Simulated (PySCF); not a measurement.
## C⁺ (carbon, charge +1) across methods

[He] 2s2 2p1, 2P determinant. Computed with PySCF 2.14 in aug-cc-pVQZ (6s5p4d3f2g, 80 functions), with the non-relativistic Hamiltonian (point nucleus). The B2PLYP total includes its PT2 part (frozen core); its orbital energies are those of the SCF part.

| method | E (hartree) | mean ε 2s α (eV) | mean ε 2s β (eV) | mean ε 2p α (eV) | Σ⟨r²⟩ (bohr²) | ⟨S²⟩ |
| --- | --- | --- | --- | --- | --- | --- |
| HSE06 | -37.3881 | -27.694 | -25.807 | -19.404 | 8.033 | 0.753 |
| LDA | -37.0396 | -26.107 | -24.596 | -17.807 | 8.129 | 0.751 |
| UHF | -37.29649 | -33.307 | -29.590 | -24.877 | 8.053 | 0.757 |
| PBE0 | -37.3835 | -28.139 | -26.235 | -19.794 | 8.035 | 0.753 |
| wB97X | -37.4288 | -30.740 | -28.871 | -22.348 | 8.038 | 0.752 |
| B2PLYP | -37.4129 | -30.013 | -27.523 | -21.739 | 8.041 | 0.754 |
| r2SCAN | -37.4055 | -26.640 | -24.880 | -18.651 | 8.028 | 0.755 |
| wB97M-V | -37.4324 | -30.521 | -28.837 | -21.867 | 8.118 | 0.751 |

Estimate the same row for PBE.

E (hartree) = -37.3734; mean ε 2s α (eV) = -26.162; mean ε 2s β (eV) = -24.700; mean ε 2p α (eV) = -17.954; Σ⟨r²⟩ (bohr²) = 8.067; ⟨S²⟩ = 0.752.
